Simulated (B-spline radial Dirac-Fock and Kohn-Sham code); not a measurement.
**EELS cross sections of the Si L3 (2p3/2) edge**

System: neutral silicon, configuration [Ne] 3s2 3p2. Calculated with an atomic code on a B-spline grid, using the first Born approximation with generalised oscillator strengths from a Dirac-Hartree-Slater potential (longitudinal and transverse terms; continuum final states only, so no white lines or fine structure). The edge is taken at 99.20 eV (tabulated value).

Partial cross sections σ(β, Δ) in barn, integrated over a window Δ above the edge and up to the collection semi-angle β, for parallel illumination:

```
E₀ (kV)  β (mrad)  Δ = 25 eV  Δ = 50 eV  Δ = 100 eV  Δ = 200 eV  Δ = 300 eV
     60         5      24100      42600       61400       71900       74200
     60        20      41400      75600      114000      140000      146000
     80         5      22100      39300       57300       67700       70100
     80        10      29400      53100       78900       95100       99300
     80        50      38300      71200      111000      142000      152000
     80       100      38500      71700      112000      145000      156000
    100        10      26600      48200       72000       87200       91200
    100        20      31100      57200       87400      108000      114000
    120         5      19400      34800       51300       61300       63700
    120        10      24600      44600       67000       81300       85200
    120        50      29700      55200       86300      111000      119000
    200        10      20100      36800       55700       68300       71800
    300        20      18700      34800       54200       68600       73200
    300       100          ?          ?           ?           ?           ?
```

Task: Give the row for 300 kV and 100 mrad.

Result: 18900 b for 25 eV, 35200 b for 50 eV, 55100 b for 100 eV, 70700 b for 200 eV, 76300 b for 300 eV.
